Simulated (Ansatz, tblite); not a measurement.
Cost and result up the ladder for the cluster W6⁺ (6 atoms). Total charge 1; doublet. Geometry: PBE-D4/def2-SVP.

Cartesian coordinates in Å:
```
W -0.401 -0.868 -1.186
W 1.359 -1.186 0.424
W -2.093 0.515 -0.072
W 1.661 0.531 -1.268
W 0.160 1.450 0.440
W -0.687 -0.442 1.663
```

Ansatz on 4 threads of Arm Neoverse V2 on a shared host; xTB runs through tblite on one thread. Times are rough, summed over both states, and most runs start from the orbitals of an earlier one. No level here is sound enough to serve as a yardstick. The other state is a sextet at its own geometry, which has other bonds, so the gap mixes isomer and spin.

In the def2 sets W takes a core potential; there is no spin–orbit coupling. The xTB rows come from tblite. The structure comes from a short search, and lower isomers may exist.

Run but left out: r2SCAN-D4/def2-TZVP (doublet: ⟨S²⟩ 1.09, where a pure state has 0.75).

xTB has no spin-polarisation term.

```tsv
level	functions	wall time	sextet − doublet (eV)	remarks
GFN1-xTB	54	0.014 s	-0.63	–
GFN2-xTB	54	0.1 s	-0.34	–
PBE-D4/def2-TZVP (with forces)	240	42 s	0.68	–
PBE0-D4/def2-TZVP	240	2.6 min	0.60	spin-contaminated (⟨S²⟩ 0.92) (doublet), spin-contaminated (⟨S²⟩ 8.88) (sextet)
```
